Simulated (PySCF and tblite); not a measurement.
The numbers below are computed, except where a source is named.
4 E/Z isomers of C₉H₁₀, numbered alike:

| isomer | SMILES | descriptors |
| --- | --- | --- |
| A | [CH2:1]=[CH:2]/[CH:3]=[CH:4]/[C:5]#[C:6]/[CH:7]=[CH:8]/[CH3:9] | 3=4 E, 7=8 E |
| B | [CH2:1]=[CH:2]/[CH:3]=[CH:4]/[C:5]#[C:6]/[CH:7]=[CH:8]\[CH3:9] | 3=4 E, 7=8 Z |
| C | [CH2:1]=[CH:2]/[CH:3]=[CH:4]\[C:5]#[C:6]/[CH:7]=[CH:8]/[CH3:9] | 3=4 Z, 7=8 E |
| D | [CH2:1]=[CH:2]/[CH:3]=[CH:4]\[C:5]#[C:6]/[CH:7]=[CH:8]\[CH3:9] | 3=4 Z, 7=8 Z |

Protocol: conformer search, at most 2 conformers an isomer, GFN2-xTB geometries, energies B3LYP/def2-SVP (D3(BJ) added where defined), GIAO shieldings B97-2/pcSseg-1, weights at 298.15 K with GFN2-xTB thermal terms. Programs: PySCF with density fitting and tblite.

**Question.** What shifts does each isomer give (ppm; of two unlike H on one atom, a is the less shielded)?

**Answer.** 
A: ¹H (against TMS): 6.75 (H3, 1H), 6.58 (H2, 1H), 6.44 (H8, 1H), 5.95 (H7, 1H), 5.91 (H4, 1H), 5.50 (H1a, 1H), 5.38 (H1b, 1H), 2.03 (H9, 3H). ¹³C (against TMS): 147.5 (C3), 147.5 (C8), 141.9 (C2), 122.6 (C1), 117.2 (C4), 115.2 (C7), 102.3 (C6), 96.5 (C5), 23.4 (C9).

B: ¹H (against TMS): 6.80 (H3, 1H), 6.61 (H2, 1H), 6.22 (H8, 1H), 6.00 (H4, 1H), 5.94 (H7, 1H), 5.53 (H1a, 1H), 5.41 (H1b, 1H), 2.19 (H9, 3H). ¹³C (against TMS): 147.4 (C3), 146.0 (C8), 141.9 (C2), 123.1 (C1), 117.1 (C4), 114.0 (C7), 103.0 (C5), 99.5 (C6), 20.4 (C9).

C: ¹H (against TMS): 7.39 (H2, 1H), 6.49 (H8, 1H), 6.47 (H3, 1H), 5.97 (H7, 1H), 5.81 (H4, 1H), 5.54 (H1a, 1H), 5.50 (H1b, 1H), 2.04 (H9, 3H). ¹³C (against TMS): 147.4 (C8), 145.0 (C3), 140.1 (C2), 123.2 (C1), 115.1 (C7), 114.9 (C4), 105.6 (C6), 93.7 (C5), 23.5 (C9).

D: ¹H (against TMS): 7.39 (H2, 1H), 6.50 (H3, 1H), 6.24 (H8, 1H), 5.99 (H7, 1H), 5.93 (H4, 1H), 5.59 (H1a, 1H), 5.54 (H1b, 1H), 2.23 (H9, 3H). ¹³C (against TMS): 145.8 (C8), 144.7 (C3), 140.2 (C2), 123.7 (C1), 115.1 (C4), 114.2 (C7), 102.9 (C6), 100.4 (C5), 20.8 (C9).

**Question.** Which carbons tell the isomers apart best?

**Answer.** C5: 96.5 in A, 103.0 in B, 93.7 in C, 100.4 in D; C6: 102.3 in A, 99.5 in B, 105.6 in C, 102.9 in D; C9: 23.4 in A, 20.4 in B, 23.5 in C, 20.8 in D ppm.

Shifts are unscaled: against experiment ¹³C can be off by 15 ppm or more and ¹H by 0.8 ppm. The search found a single conformer for at least one isomer; other rotamers may be missing. A nearly planar conformer is counted with its mirror image, so its weight may be doubled.
